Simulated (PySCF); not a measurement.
Isomers of C6H9FO2, from PySCF 2.14.0, PBE0-D3(BJ)/def2-SVP geometry optimisation, gas phase. One conformer each, no zero-point energy, no frequencies.

Question: Which is lower in electronic energy at this level?
A. `[CH3:1][CH2:2][O:3][C:4]1=[C:5]([F:6])[CH2:7][O:8][CH2:9]1` with C1–C2–O3–C4 178°, C2–O3–C4–C5 0°: A = 3148, B = 1060, C = 809.6 MHz, dipole 1.84 D
B. `[CH3:1][O:2][C@@:3]1([F:4])[CH:5]=[CH:6][O:7][CH2:8][CH2:9]1` with C1–O2–C3–F4 62°, O2–C3–C5–C6 141°, C5–C6–O7–C8 11°, C6–O7–C8–C9 -43°, O7–C8–C9–C3 60°: A = 3245, B = 1245, C = 1141 MHz, dipole 1.84 D

Answer: B. That is `CO[C@@]1(F)C=COCC1`, 16.9 kcal/mol below the other.

| SMILES | mapped SMILES | E (Eh) | relative (kcal/mol) | relative (kJ/mol) | dipole (D) |
| --- | --- | --- | --- | --- | --- |
| CO[C@@]1(F)C=COCC1 | [CH3:1][O:2][C@@:3]1([F:4])[CH:5]=[CH:6][O:7][CH2:8][CH2:9]1 | -483.43999 | 0.0 | 0.0 | 1.84 |
| CCOC1=C(F)COC1 | [CH3:1][CH2:2][O:3][C:4]1=[C:5]([F:6])[CH2:7][O:8][CH2:9]1 | -483.41314 | 16.9 | 70.5 | 1.84 |
